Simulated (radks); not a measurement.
Problem. Isoelectronic series with 12 electrons, each ion in its NIST ground configuration. Calculated with a radial shooting solver on a logarithmic mesh with Libxc functionals: scalar-relativistic Kohn-Sham, r2SCAN, spin-polarised, spherical densities, finite nucleus; meta-GGA in the generalised Kohn-Sham scheme; Fermi nuclear charge, rms radius of each element as measured or else 0.836 A^(1/3) + 0.57 fm. Total energies (hartree) and mean radii <r> (bohr):

ion    configuration  E (hartree)      3s      2p      2s       1s
Mg          [Ne] 3s2   -200.37071   3.177  0.6872  0.6941   0.1306
Si2+        [Ne] 3s2   -289.07667   1.964  0.5351  0.5648   0.1113
S4+         [Ne] 3s2   -394.95583   1.474  0.4389  0.4752  0.09686
Ar6+        [Ne] 3s2   -518.02240   1.191  0.3722  0.4098  0.08571
Ca8+        [Ne] 3s2   -658.33245   1.003  0.3232  0.3599  0.07682
Ti10+       [Ne] 3s2   -815.96217  0.8676  0.2856  0.3207  0.06956
Cr12+       [Ne] 3s2   -991.00279  0.7648  0.2559  0.2891  0.06353
Fe14+       [Ne] 3s2  -1183.55831  0.6840  0.2317  0.2630  0.05844
Ni16+       [Ne] 3s2  -1393.74547  0.6187  0.2116  0.2411  0.05407
Zn18+       [Ne] 3s2  -1621.69255  0.5647  0.1948  0.2225  0.05029

Estimate the row of Ge20+ ([Ne] 3s2).

Solution. E (hartree) -1867.54098; 3s 0.5193; 2p 0.1803; 2s 0.2065; 1s 0.04699.
